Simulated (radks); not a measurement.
Question: Ga2.5+, 28.5 electrons, occupied as [Ar] 3d10 4s(up 0.25, down 0.25) (fractional occupations, a model configuration). All-electron calculation, scalar-relativistic Kohn-Sham, PBEsol, spin-polarised, spherical densities, point nucleus. Program: a radial shooting solver on a logarithmic mesh with Libxc functionals. Some entries of the table are withheld. Estimate them.

orbital,occ.,eigenvalue (eV),<1/r> (bohr^-1),<r> (bohr)
1s,2,(1),(2),0.04863
2s,2,-1287.871,6.841,0.2180
2p,6,-1124.937,6.712,0.1908
3s,2,-174.6218,2.183,0.6525
3p,6,-125.5279,(3),0.6794
3d,10,-45.7914,1.666,0.7925
4s,0.5,-31.1004,(4),(5)

Answer: 
(1) 1s eigenvalue (eV): -10248.32
(2) 1s <1/r> (bohr^-1): 31.28
(3) 3p <1/r> (bohr^-1): 2.029
(4) 4s <1/r> (bohr^-1): 0.6509
(5) 4s <r> (bohr): 2.011
